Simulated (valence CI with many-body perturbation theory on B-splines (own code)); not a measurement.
## Which ion has this spectrum?

A relativistic CI+MBPT calculation for an atom or ion with 32 electrons gives these levels (cm⁻¹):

| J | Parity | E | g |
| --- | --- | --- | --- |
| 0 | even | 0 |  |
| 1 | even | 242780 | 1.50 |
| 2 | even | 267978 | 1.20 |
| 2 | even | 529787 | 1.30 |
| 0 | even | 586619 |  |
| 2 | odd | 763428 | 1.67 |
| 1 | odd | 851250 | 0.97 |
| 2 | odd | 988250 | 1.50 |
| 3 | odd | 1037047 | 1.33 |
| 2 | odd | 1088671 | 0.96 |
| 0 | odd | 1088931 |  |
| 1 | odd | 1112616 | 1.27 |
| 1 | odd | 1154092 | 1.43 |
| 2 | odd | 1166440 | 0.89 |

The energies are calculated, and their last digits are not significant.

Problem. Which is it?
A. Pm29+
B. Nd28+
C. Ce26+
D. Gd32+

Solution. A. Pm29+, ground level (4s^2 4p1/2^2) J=0.
